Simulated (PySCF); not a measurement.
Calculation: PySCF with B3LYP-D3(BJ)/def2-TZVP. All species are isolated molecules in the gas phase. One relaxed conformer stands for a flexible species; it need not be the lowest. B3LYP has the VWN-RPA correlation part, as in Gaussian. Delta-SCF ions had no search for a lower state. Excitations are Tamm–Dancoff values on a coarser integration grid. The basis has no diffuse functions, so Rydberg states are missing or too high.

Reference species (SMILES): `N=C=[SiH]N` (neutral, multiplicity 1).

```
Quantity                                 Result
--------------------------------------  -------
vertical ionisation energy (Delta-SCF)  7.71 eV
S1–T1 gap (TDA)                         1.38 eV
S1 excitation (TDA)                     2.99 eV
T1 excitation (TDA)                     1.61 eV
```

After one change: the vertical ionisation energy (Delta-SCF) goes up by 2.06 eV; the S1–T1 gap (TDA) drops by 0.63 eV; the S1 excitation (TDA) goes up by 0.55 eV; the T1 excitation (TDA) increases by 1.18 eV.

Name the change that produced these shifts. The new species is one of these.
A. `[H]/N=C\N=[SiH2]` (N–C–N–Si torsion 87°)
B. `N#CN[SiH3]`
C. `[H]/N=C\[SiH]=N\[H]` (N–C–Si–N torsion 0°)
D. `N#C[SiH2]N`

C, `[H]/N=C\[SiH]=N\[H]` (N–C–Si–N torsion 0°)
